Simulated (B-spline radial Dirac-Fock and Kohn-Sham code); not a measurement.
**Dipole and non-dipole photoemission parameters of Pb 3d5/2**

System: the free lead atom in the configuration [Xe] 4f14 5d10 6s2 6p2; threshold 2484.0 eV (tabulated edge). Level of theory: Dirac-Hartree-Slater photoionisation with a Latter tail; cross sections with all multipoles, angular parameters from the dipole term and its interference with E2; a radial atomic solver.

| hν (eV) | σ (kb) | β | γ | δ |
| --- | --- | --- | --- | --- |
| 2984.4 | 289 | 0.769 | -0.245 | -0.021 |
| 4000 | 129 | 1.131 | -0.085 | 0.039 |
| 4220 | 111 | 1.161 | -0.020 | 0.048 |
| 5850 | 41.8 | 1.234 | 0.450 | 0.093 |
| 7940 | ? | ? | ? | ? |
| 8047.8 | 15.2 | 1.203 | 0.952 | 0.139 |
| 9210 | 9.78 | 1.172 | 1.160 | 0.162 |
| 9251.7 | 9.63 | 1.170 | 1.167 | 0.162 |
| 11700 | 4.38 | 1.099 | 1.523 | 0.209 |
| 12000 | 4.01 | 1.090 | 1.561 | 0.214 |
| 12500 | 3.49 | 1.076 | 1.622 | 0.224 |

Q: Give the values at 7940 eV.

A: σ = 15.9 kb, β = 1.206, γ = 0.930, δ = 0.137.

Values without a named source are computed, but for edge energies of neutral atoms, which are taken from tables.
